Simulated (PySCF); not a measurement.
Computed shifts of a molecule CH7ClOSi3, PBE0/pcSseg-1 in PySCF, GIAO, gas phase, atoms alike by connectivity averaged where their shifts nearly agree, in ppm (number of nuclei): ²⁹Si: 22.3 (1), -65.6 (1), -117.1 (1). ¹³C: 54.0 (1). ¹H: 6.15 (1), 4.65 (1), 4.42 (1), 4.21 (1), 3.85 (1), 3.58 (2). References: ³⁵Cl against HCl (σ = 945.9 ppm); ²⁹Si against TMS (σ = 352.7 ppm); ¹⁷O against H2O (σ = 334.2 ppm); ¹³C against TMS (σ = 186.3 ppm); ¹H against TMS (σ = 31.56 ppm), references at their B3LYP-D3(BJ)/def2-TZVP geometries, non-relativistic (without spin–orbit terms, shifts of atoms bonded to Cl or Br come out too high). Geometry: PBE0-D3(BJ)/def2-SVP. One conformer was computed; it need not be the lowest.

### Question
Which molecule gave these data?
A. O=C[Si@H]([SiH3])[SiH2]Cl
B. O=C[SiH2][SiH2][SiH2]Cl
C. Cl[Si@@H]1C[SiH2][SiH2]O1
D. Cl[Si@@H]1OC[SiH2][SiH2]1

### Answer
D, Cl[Si@@H]1OC[SiH2][SiH2]1
